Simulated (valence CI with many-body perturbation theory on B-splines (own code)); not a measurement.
**Zr¹⁷⁺: M1 decay**

Level of theory: valence CI with perturbative core correlation (CI+MBPT): five valence electrons over a frozen Dirac-Fock core [Ar], a basis of 7 s, 7 p, 8 d, 6 f, 4 g, 1 h functions for each j, with the one-electron correlation potential Σ1, the two-electron term Σ2, the three-electron term Σ3, Breit, model QED; selected CI, second order for the rest, scaled by the run's own slope (own B-spline code, finite nucleus).

No measured levels were compared; by estimate terms of the open shell hold to 2 to 4 % of their energy, and close levels can change places. Only levels of the ground parity were solved; by the run's estimate the other parity begins above the list, which can be wrong where configurations are misplaced.

Lines 51 to 100 of 120 in falling wavelength, among levels below 332130 cm⁻¹, chosen from the decays that carry over 1 % of a level's rate. Wavelengths and rates use the calculated energies, so an error of 3000 cm⁻¹ moves a line at 2780 Å by 8.3 % and its rate by three times that or more. Weak lines are less certain than strong ones. Lines between different terms over intervals too small for the method are left out, as are lines whose strength nearly cancels. Branching is blank where the lifetime is uncertain.

Names give the largest LS component (configuration and term), which can be under half, so a name can repeat, a term be missing and a line seem to break the LS rules; names also repeat where a configuration has a term twice. Letters in brackets count levels of one name in rising energy.

```csv
λ vac (Å),Upper,Lower,Type,A (s⁻¹),Branch %
2780,3d⁵ ⁴F_5/2,3d⁵ ⁴D_5/2,M1,1.17e+02,33.8
2775,3d⁵ ²G_9/2 [a],3d⁵ ⁴F_9/2,M1,1.82e+01,4.1
2721,3d⁵ ²I_11/2,3d⁵ ⁴G_9/2,M1,3.10e+01,21.0
2649,3d⁵ ²F_7/2 [c],3d⁵ ⁴F_9/2,M1,1.25e+02,30.0
2607,3d⁵ ⁴D_3/2,3d⁵ ⁴G_5/2 [a],M1,3.43e+01,6.0
2586,3d⁵ ²I_11/2,3d⁵ ⁴G_11/2,M1,1.16e+02,79.0
2515,3d⁵ ²H_11/2,3d⁵ ²I_13/2,M1,1.46e+02,
2484,3d⁵ ²D_3/2 [a],3d⁵ ⁴P_1/2,M1,6.66e+01,10.5
2477,3d⁵ ²F_7/2 [c],3d⁵ ²F_7/2 [a],M1,6.23e+01,14.9
2328,3d⁵ ⁴F_3/2,3d⁵ ⁴D_3/2,M1,2.00e+02,34.7
2294,3d⁵ ²F_7/2 [b],3d⁵ ⁴D_5/2,M1,2.45e+01,2.4
2269,3d⁵ ²F_5/2 [a],3d⁵ ⁴P_3/2,M1,6.05e+01,3.6
2238,3d⁵ ²I_13/2,3d⁵ ⁴G_11/2,M1,9.41e+00,80.7
2185,3d⁵ ²H_11/2,3d⁵ ²I_11/2,M1,4.17e+02,
2180,3d⁵ ⁴F_3/2,3d⁵ ⁴D_1/2,M1,1.14e+02,19.8
2164,3d⁵ ²D_3/2 [a],3d⁵ ⁴P_3/2,M1,3.09e+02,48.7
2156,3d⁵ ²F_5/2 [a],3d⁵ ⁴G_5/2 [b],M1,1.10e+03,66.1
2153,3d⁵ ⁴F_3/2,3d⁵ ⁴D_5/2,M1,9.61e+01,16.6
2022,3d⁵ ²F_5/2 [a],3d⁵ ⁴G_7/2,M1,2.36e+02,14.2
1998,3d⁵ ²H_9/2,3d⁵ ⁴D_7/2,M1,4.86e+01,6.5
1991,3d⁵ ²F_7/2 [a],3d⁵ ⁴G_9/2,M1,1.56e+02,85.9
1975,3d⁵ ²G_7/2 [a],3d⁵ ⁴D_5/2,M1,3.36e+01,11.6
1937,3d⁵ ²F_7/2 [b],3d⁵ ⁴D_7/2,M1,3.24e+02,31.6
1918,3d⁵ ²G_9/2 [a],3d⁵ ²I_11/2,M1,1.12e+02,24.9
1895,3d⁵ ²F_5/2 [b],3d⁵ ⁴D_3/2,M1,7.25e+01,9.4
1892,3d⁵ ⁴F_9/2,3d⁵ ⁴G_9/2,M1,2.46e+00,1.1
1826,3d⁵ ⁴F_9/2,3d⁵ ⁴G_11/2,M1,9.77e+01,45.0
1810,3d⁵ ⁴F_9/2,3d⁵ ⁴G_7/2,M1,6.01e+01,27.7
1777,3d⁵ ²F_5/2 [b],3d⁵ ⁴D_5/2,M1,4.53e+01,5.9
1719,3d⁵ ²D_3/2 [a],3d⁵ ⁴G_5/2 [a],M1,2.41e+02,38.0
1704,3d⁵ ²G_7/2 [a],3d⁵ ⁴D_7/2,M1,4.92e+01,17.0
1689,3d⁵ ²F_7/2 [a],3d⁵ ⁴G_5/2 [a],M1,1.31e+01,7.2
1557,3d⁵ ⁴F_5/2,3d⁵ ⁴G_7/2,M1,1.30e+02,37.6
1555,3d⁵ ²F_5/2 [b],3d⁵ ⁴D_7/2,M1,4.05e+01,5.2
1545,3d⁵ ²F_7/2 [c],3d⁵ ⁴D_5/2,M1,2.36e+01,5.6
1474,3d⁵ ²H_9/2,3d⁵ ⁴G_9/2,M1,3.44e+02,45.8
1453,3d⁵ ²F_7/2 [b],3d⁵ ⁴G_5/2 [b],M1,1.50e+01,1.5
1442,3d⁵ ⁴F_3/2,3d⁵ ⁴P_3/2,M1,9.39e+00,1.6
1440,3d⁵ ²F_7/2 [b],3d⁵ ⁴G_9/2,M1,4.35e+02,42.4
1433,3d⁵ ²H_9/2,3d⁵ ⁴G_11/2,M1,1.21e+02,16.1
1423,3d⁵ ²H_9/2,3d⁵ ⁴G_7/2,M1,1.45e+02,19.3
1407,3d⁵ ²G_9/2 [a],3d⁵ ⁴D_7/2,M1,1.14e+02,25.4
1396,3d⁵ ⁴F_3/2,3d⁵ ⁴G_5/2 [b],M1,3.54e+01,6.1
1391,3d⁵ ²F_7/2 [b],3d⁵ ⁴G_7/2,M1,9.97e+01,9.7
1307,3d⁵ ²G_7/2 [a],3d⁵ ⁴G_9/2,M1,5.43e+01,18.7
1267,3d⁵ ²G_7/2 [a],3d⁵ ⁴G_7/2,M1,2.14e+01,7.4
1263,3d⁵ ²F_5/2 [b],3d⁵ ⁴P_3/2,M1,1.37e+01,1.8
1230,3d⁵ ⁴F_3/2,3d⁵ ⁴G_5/2 [a],M1,2.37e+01,4.1
1227,3d⁵ ²F_5/2 [b],3d⁵ ⁴G_5/2 [b],M1,2.51e+01,3.2
1212,3d⁵ ²H_11/2,3d⁵ ⁴G_9/2,M1,1.95e+02,
```
